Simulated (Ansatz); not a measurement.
Consider the redistribution: `[CH3][GeH]([Cl])[SeH]` + `CC[SiH2][SiH3]` → `CC[SiH2][SeH]` + `[CH3][GeH]([SiH3])[Cl]`.

Computed with Ansatz on PBE0-D4/def2-TZVP structures; ΔE is electronic, products minus reactants. CCSD(T)/CBS is the MP2 limit (def2-TZVPP, def2-QZVPP) plus CCSD(T) − MP2 in def2-TZVPP, frozen cores. Functionals use def2-TZVPP. B3LYP here is the variant with VWN-RPA as its local correlation; programs differ in this. For Ge, Se outer-core shells are correlated without core-valence functions, which leaves a few kJ/mol of doubt a bond. Scalar relativity is left out up to krypton. One conformer a species, not always the lowest.

| level | ΔE (kJ/mol) | difference from CCSD(T)/CBS |
| --- | --- | --- |
| PBE-D4 | -12.6 | 6.5 |
| r2SCAN-D4 | -14.8 | 4.3 |
| PBE0-D4 | -14.3 | 4.8 |
| B3LYP-D4 | -14.9 | 4.2 |
| ωB97X-V | -15.7 | 3.4 |
| ωB97M-V | -19.3 | -0.2 |
| B2PLYP | -16.3 | 2.8 |
| PBE | -13.0 | 6.1 |
| r2SCAN | -14.9 | 4.2 |
| PBE0 | -14.6 | 4.5 |
| B3LYP | -15.5 | 3.6 |
| HF/def2-TZVPP | -16.8 | 2.3 |
| MP2/def2-TZVPP | -18.2 | 0.9 |
| SCS-MP2/def2-TZVPP | -17.3 | 1.8 |
| CCSD/def2-TZVPP | -16.1 | 3.0 |
| CCSD(T)/def2-TZVPP | -15.2 | 3.9 |
| HF/def2-QZVPP | -17.0 | 2.1 |
| MP2/def2-QZVPP | -20.5 | -1.4 |
| SCS-MP2/def2-QZVPP | -19.4 | -0.3 |
| HF/CBS(def2) | -17.1 | 2.0 |
| MP2/CBS(def2) | -22.0 | -2.9 |
| CCSD/CBS(def2) | -19.9 | -0.8 |
| CCSD(T)/CBS | -19.1 | 0 |

Largest T1 diagnostic among the species: 0.011.
